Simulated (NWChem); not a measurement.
System: CuF2, doublet; SMILES [F][Cu][F]

Input file for NWChem:

```
start job
memory heap 200 mb stack 900 mb global 1100 mb
geometry units angstroms noautosym nocenter noautoz
  Cu     0.000000     0.000000     0.000000
  F      0.000000     0.000000     1.727714
  F      0.000000     0.000000    -1.727714
end
basis spherical
  * library 6-31g*
end
dft
  odft
  mult 2
  xc hfexch
  iterations 150
end
property
  efieldgrad
end
task dft property
```

NWChem printed, in part:

```
             Northwest Computational Chemistry Package (NWChem) 7.3.0
             --------------------------------------------------------

                             Geometry "geometry" -> ""
                             -------------------------

 Output coordinates in angstroms (scale by  1.889725989 to convert to a.u.)

  No.       Tag          Charge          X              Y              Z
 ---- ---------------- ---------- -------------- -------------- --------------
    1 Cu                  29.0000     0.00000000     0.00000000     0.00000000
    2 F                    9.0000     0.00000000     0.00000000     1.72771400
    3 F                    9.0000     0.00000000     0.00000000    -1.72771400

 Effective nuclear repulsion energy (a.u.)     172.2867341252

  xc_inp: hfexch multiplicative factor not found.
                              NWChem Property Module
                              ----------------------

  itol2e modified to match energy
  convergence criterion.

                                 NWChem DFT Module
                                 -----------------

 Summary of "ao basis" -> "ao basis" (spherical)
 ------------------------------------------------------------------------------
       Tag                 Description            Shells   Functions and Types
 ---------------- ------------------------------  ------  ---------------------
 Cu                          6-31g*                 12       34   5s4p2d1f
 F                           6-31g*                  6       14   3s2p1d

  itol2e modified to match energy
  convergence criterion.

            General Information
            -------------------
          SCF calculation type: DFT
          Wavefunction type:  spin polarized.
          No. of atoms     :     3
          No. of electrons :    47
           Alpha electrons :    24
            Beta electrons :    23
          Charge           :     0
          Spin multiplicity:     2
          Use of symmetry is: off; symmetry adaption is: off
          Maximum number of iterations: 150
          AO basis - number of functions:    62
                     number of shells:    24
          Convergence on energy requested:  1.00D-07
          Convergence on density requested:  1.00D-05
          Convergence on gradient requested:  5.00D-04

              XC Information
              --------------
                     Hartree-Fock (Exact) Exchange  1.000

      Superposition of Atomic Density Guess
      -------------------------------------

 Sum of atomic energies:       -1837.39237032

      Non-variational initial energy
      ------------------------------

[...]

          -----------------------
          Electric field gradient
          -----------------------

 1 a.u. = 0.324123 10**(16) esu/cm**3  ( or statvolts/cm**2 ) = 0.97174 10**(22) v/m**2

 ------------------------------------------------------------
   Atom      X         Y         Z
 ------------------------------------------------------------
    1 Cu   0.00000   0.00000   0.00000
 ------------------------------------------------------------

 Electric field gradient in molecular frame (a.u.)
         XX             YY             ZZ             XY             XZ             YZ
 ------------------------------------------------------------------------------------------
        0.852543       0.852543      -1.705086       0.000000      -0.000000       0.000000

 Principal components (a.u.) and orientation
 of principal axis w.r.t. absolute frame                      Asymmetry parameter eta
 --------------------------------------------------------------------------------------
       -1.705086       0.852543       0.852543                       0.000000

       -0.000000       0.000000       1.000000
        0.000000       1.000000       0.000000
        1.000000       0.000000      -0.000000

 ------------------------------------------------------------
   Atom      X         Y         Z
 ------------------------------------------------------------
    2 F    0.00000   0.00000   3.26491
 ------------------------------------------------------------

 Electric field gradient in molecular frame (a.u.)
         XX             YY             ZZ             XY             XZ             YZ
 ------------------------------------------------------------------------------------------
        0.532204       0.532204      -1.064408      -0.000000       0.000000       0.000000

 Principal components (a.u.) and orientation
 of principal axis w.r.t. absolute frame                      Asymmetry parameter eta
 --------------------------------------------------------------------------------------
       -1.064408       0.532204       0.532204                       0.000000

        0.000000      -0.000000       1.000000
        0.000000       1.000000      -0.000000
        1.000000       0.000000       0.000000

 ------------------------------------------------------------
   Atom      X         Y         Z
 ------------------------------------------------------------
    3 F    0.00000   0.00000  -3.26491
 ------------------------------------------------------------

 Electric field gradient in molecular frame (a.u.)
         XX             YY             ZZ             XY             XZ             YZ
 ------------------------------------------------------------------------------------------
        0.532204       0.532204      -1.064408       0.000000       0.000000       0.000000

 Principal components (a.u.) and orientation
 of principal axis w.r.t. absolute frame                      Asymmetry parameter eta
 --------------------------------------------------------------------------------------
       -1.064408       0.532204       0.532204                       0.000000

        0.000000       1.000000       0.000000
        0.000000       0.000000       1.000000
        1.000000       0.000000       0.000000
```

Level: UHF/6-31G* (spherical d). Structure relaxed at the PBE0/def2-SVP, spin-unrestricted level. No stability test was run on the SCF state. NWChem prints the field gradient with the sign opposite to the second derivative of the potential.
